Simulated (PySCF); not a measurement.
Compound: C3H7NOSi.
Bonds: C1–C2, C2–O3, O3–Si4, Si4–C5, C5–N6 (triple). Hydrogens: H7, H8, H9 on C1; H10, H11 on C2; H12, H13 on Si4.

Computed by this run: PBE0-D3(BJ)/def2-SVP geometry optimisation, gas phase in PySCF 2.14.0; density fitting, grid level 1; the optimiser is geomeTRIC in internal coordinates, started from a GFN2-xTB structure with every atom displaced at random (about 0.01 Å).

At the end of the run (lengths in Å): Si4–H13 1.480, C5≡N6 1.160, C1–H9 1.100, C2–O3 1.417, C1–C2 1.508, C2–H10 1.106, Si4–H12 1.489, C2–O3–Si4 125.0°, Si4–C5–N6 178.0°, O3–Si4–C5 108.5°, C1–C2–O3 109.2°, C1–C2–O3–Si4 179°, C2–O3–Si4–C5 58°, H10–C2–O3–Si4 -60°.

**Question.** These geometries were met on the way; a selection of coordinates is given. Order them by energy above the end point, lowest first.
A. Si4–H13 1.477, C5≡N6 1.162, C1–H9 1.102, C2–O3 1.415, C1–C2 1.510, C2–H10 1.108, Si4–H12 1.491, C2–O3–Si4 130.7°, Si4–C5–N6 176.3°, O3–Si4–C5 107.8°, C1–C2–O3 108.2°, C1–C2–O3–Si4 173°, C2–O3–Si4–C5 61°, H10–C2–O3–Si4 -66°
B. Si4–H13 1.481, C5≡N6 1.159, C1–H9 1.100, C2–O3 1.413, C1–C2 1.508, C2–H10 1.105, Si4–H12 1.489, C2–O3–Si4 127.2°, Si4–C5–N6 177.0°, O3–Si4–C5 108.7°, C1–C2–O3 109.4°, C1–C2–O3–Si4 174°, C2–O3–Si4–C5 59°, H10–C2–O3–Si4 -64°
C. Si4–H13 1.449, C5≡N6 1.134, C1–H9 1.076, C2–O3 1.394, C1–C2 1.488, C2–H10 1.088, Si4–H12 1.473, C2–O3–Si4 132.1°, Si4–C5–N6 179.5°, O3–Si4–C5 110.2°, C1–C2–O3 109.1°, C1–C2–O3–Si4 -179°, C2–O3–Si4–C5 58°, H10–C2–O3–Si4 -58°

**Answer.** B (0.003 eV), A (0.022 eV), C (0.182 eV).

```json
{"step": "3", "E above end (eV)": "0.003", "rms distance from the end, all atoms (Å)": "0.056", "largest force (eV/Å)": "0.165", "rms shift of all bonds from the end (Å)": "0.002"}
{"step": "1", "E above end (eV)": "0.022", "rms distance from the end, all atoms (Å)": "0.100", "largest force (eV/Å)": "0.394", "rms shift of all bonds from the end (Å)": "0.003"}
{"step": "0", "E above end (eV)": "0.182", "rms distance from the end, all atoms (Å)": "0.134", "largest force (eV/Å)": "3.520", "rms shift of all bonds from the end (Å)": "0.018"}
```

Rows stand in the order of the answer.
